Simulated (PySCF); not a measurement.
Electron correlation in S(2+) (sulfur, charge +2)

[Ne] 3s2 3p1 3d1, one real determinant (an excited configuration). Computed with PySCF 2.14 in aug-cc-pwCVTZ, with no relativity, point nucleus. Frozen: 1s2; 12 electrons correlated.

```json
{"level": "CCSD", "correlation energy (mhartree)": "-366.63"}
{"level": "(T)", "correlation energy (mhartree)": "-55.34"}
{"level": "CCSD(T)", "correlation energy (mhartree)": "-421.97"}
```

Diagnostics: T1 = 0.011, D1 = 0.0421, largest double amplitude 0.601.

Question: Is a single reference adequate?

Answer: Not fully. The real determinant used has ⟨L²⟩ near 8 against 12 for a pure F term, so it mixes terms. The outer electron is Rydberg-like, and this basis confines it to a smaller radius and binds it less than a complete one would. A double-excitation amplitude exceeds 0.15, a sign of near-degeneracy.

The reference is one real determinant that mixes LS terms of this configuration.
